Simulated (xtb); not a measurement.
Input file for xtb: GFN2-xTB on SiCl-, 2S+1 = 3, a spin state set in the input, which need not be the lowest, a point of a bond scan (R = 2.375 Å). Charge -1.

```
$ xtb mol.xyz --gfn 2 --sp --chrg -1 --uhf 2
2

Si     0.00000000     0.00000000     0.00000000
Cl     0.00000000     0.00000000     2.37516700
```

It printed:

```
[...]
           -------------------------------------------------
          |                Calculation Setup                |
           -------------------------------------------------



           -------------------------------------------------
          |                 G F N 2 - x T B                 |
           -------------------------------------------------

        Reference                      10.1021/acs.jctc.8b01176
      * Hamiltonian:
        H0-scaling (s, p, d)           1.850000    2.230000    2.230000
        zeta-weighting                 0.500000
      * Dispersion:
        s8                             2.700000
        a1                             0.520000
        a2                             5.000000
        s9                             5.000000
      * Repulsion:
        kExp                           1.500000    1.000000
        rExp                           1.000000
      * Coulomb:
        alpha                          2.000000
        third order                    shell-resolved
        anisotropic                    true
        a3                             3.000000
        a5                             4.000000
        cn-shift                       1.200000
        cn-exp                         4.000000
        max-rad                        5.000000


          ...................................................
          :                      SETUP                      :
          :.................................................:
          :  # basis functions                  20          :
          :  # atomic orbitals                  18          :
          :  # shells                            6          :
          :  # electrons                        12          :
          :  max. iterations                   250          :
          :  Hamiltonian                  GFN2-xTB          :
          :  restarted?                      false          :
          :  GBSA solvation                  false          :
          :  PC potential                    false          :
          :  electronic temp.          300.0000000     K    :
          :  accuracy                    1.0000000          :
          :  -> integral cutoff          0.2500000E+02      :
          :  -> integral neglect         0.1000000E-07      :
          :  -> SCF convergence          0.1000000E-05 Eh   :
          :  -> wf. convergence          0.1000000E-03 e    :
          :  Broyden damping             0.4000000          :
          :  net charge                         -1          :
          :  unpaired electrons                  2          :
          ...................................................

 iter      E             dE          RMSdq      gap      omega  full diag
   1     -6.3502706 -0.635027E+01  0.166E+01    1.48       0.0  T
   2     -6.3538745 -0.360386E-02  0.127E+01    1.51       1.0  T
   3     -6.3559236 -0.204905E-02  0.230E+00    1.82       1.0  T
   4     -6.3560535 -0.129976E-03  0.133E+00    1.75       1.0  T
   5     -6.3561777 -0.124173E-03  0.664E-01    1.80       1.0  T
   6     -6.3562180 -0.402643E-04  0.343E-01    1.80       1.0  T
   7     -6.3562329 -0.149358E-04  0.949E-02    1.79       1.0  T
   8     -6.3562348 -0.192601E-05  0.250E-02    1.79       2.8  T
   9     -6.3562348 -0.471532E-08  0.912E-03    1.79       7.8  T
  10     -6.3562348 -0.592660E-09  0.579E-04    1.79     122.2  T
  11     -6.3562348 -0.182343E-11  0.123E-04    1.79     573.6  T

   *** convergence criteria satisfied after 11 iterations ***

         #    Occupation            Energy/Eh            Energy/eV
      -------------------------------------------------------------
         1        2.0000           -0.8031703             -21.8554
         2        2.0000           -0.2719228              -7.3994
         3        2.0000           -0.1886454              -5.1333
         4        2.0000           -0.1886454              -5.1333
         5        2.0000           -0.1458865              -3.9698
         6        1.0000            0.0214235               0.5830
         7        1.0000            0.0214235               0.5830 (HOMO)
         8                          0.0872500               2.3742 (LUMO)
         9                          0.2284630               6.2168
        10                          0.2284630               6.2168
        11                          0.2818456               7.6694
        12                          0.2818456               7.6694
       ...                                ...                  ...
        18                          0.4934290              13.4269
      -------------------------------------------------------------
                  HL-Gap            0.0658264 Eh            1.7912 eV
             Fermi-level           -0.0037911 Eh           -0.1032 eV

 transition dipole moment (au) for excitation:           6           7
     X       Y       Z
  -0.0000   0.0000   0.0000  total (au/Debye):    0.000   0.000
 dE (eV)             :    0.000
 oscillator strength :  0.17640E-49

 SCC (total)                   0 d,  0 h,  0 min,  0.006 sec
 SCC setup                      ...        0 min,  0.000 sec (  2.457%)
 Dispersion                     ...        0 min,  0.000 sec (  0.711%)
 classical contributions        ...        0 min,  0.000 sec (  1.457%)
 integral evaluation            ...        0 min,  0.001 sec ( 14.822%)
 iterations                     ...        0 min,  0.003 sec ( 42.509%)
 molecular gradient             ...        0 min,  0.001 sec ( 14.474%)
 printout                       ...        0 min,  0.001 sec ( 23.202%)

         :::::::::::::::::::::::::::::::::::::::::::::::::::::
         ::                     SUMMARY                     ::
         :::::::::::::::::::::::::::::::::::::::::::::::::::::
         :: total energy              -6.355889602022 Eh    ::
         :: gradient norm              0.034182531274 Eh/a0 ::
         :: HOMO-LUMO gap              1.791227788489 eV    ::
         ::.................................................::
         :: SCC energy                -6.356234836646 Eh    ::
         :: -> isotropic ES            0.163473583124 Eh    ::
         :: -> anisotropic ES         -0.024102268658 Eh    ::
         :: -> anisotropic XC         -0.008994515276 Eh    ::
         :: -> dispersion             -0.001038026472 Eh    ::
         :: repulsion energy           0.000345234624 Eh    ::
         :: add. restraining           0.000000000000 Eh    ::
         :: total charge              -1.000000000000 e     ::
         :::::::::::::::::::::::::::::::::::::::::::::::::::::

           -------------------------------------------------
          |                Property Printout                |
           -------------------------------------------------

    * Orbital Energies and Occupations

         #    Occupation            Energy/Eh            Energy/eV
      -------------------------------------------------------------
         1        2.0000           -0.8031703             -21.8554
         2        2.0000           -0.2719228              -7.3994
         3        2.0000           -0.1886454              -5.1333
         4        2.0000           -0.1886454              -5.1333
         5        2.0000           -0.1458865              -3.9698
         6        1.0000            0.0214235               0.5830
         7        1.0000            0.0214235               0.5830 (HOMO)
         8                          0.0872500               2.3742 (LUMO)
         9                          0.2284630               6.2168
        10                          0.2284630               6.2168
        11                          0.2818456               7.6694
        12                          0.2818456               7.6694
Note: The following floating-point exceptions are signalling: IEEE_UNDERFLOW_FLAG IEEE_DENORMAL
normal termination of xtb
        13                          0.3164580               8.6113
        14                          0.3164580               8.6113
        15                          0.3199762               8.7070
        16                          0.3213165               8.7435
        17                          0.3213165               8.7435
        18                          0.4934290              13.4269
      -------------------------------------------------------------
                  HL-Gap            0.0658264 Eh            1.7912 eV
             Fermi-level           -0.0037911 Eh           -0.1032 eV

     #   Z          covCN         q      C6AA      α(0)
     1  14 Si       0.729    -0.120   258.231    34.923
     2  17 Cl       0.729    -0.880   130.288    17.459

 Mol. C6AA /au·bohr⁶  :        735.610038
 Mol. C8AA /au·bohr⁸  :      42867.775197
 Mol. α(0) /au        :         52.381748


Wiberg/Mayer (AO) data.
largest (>0.10) Wiberg bond orders for each atom

 ---------------------------------------------------------------------------
     #   Z sym  total        # sym  WBO       # sym  WBO       # sym  WBO
 ---------------------------------------------------------------------------
     1  14 Si   0.254 --     2 Cl   0.254
     2  17 Cl   0.254 --     1 Si   0.254
 ---------------------------------------------------------------------------


molecular dipole:
                 x           y           z       tot (Debye)
 q only:        0.000       0.000      -3.950
   full:        0.000      -0.000      -2.799       7.114
molecular quadrupole (traceless):
                xx          xy          yy          xz          yz          zz
 q only:        8.865       0.000       8.865       0.000       0.000     -17.731
  q+dip:        7.996       0.000       7.996       0.000      -0.000     -15.992
   full:        6.705       0.000       6.705       0.000      -0.000     -13.410


           -------------------------------------------------
          | TOTAL ENERGY               -6.355889602022 Eh   |
          | GRADIENT NORM               0.034182531274 Eh/α |
          | HOMO-LUMO GAP               1.791227788489 eV   |
           -------------------------------------------------

------------------------------------------------------------------------
------------------------------------------------------------------------
 total:
 SCF:
```

The run finished.

Cost: around 0.07 core-seconds (rough).
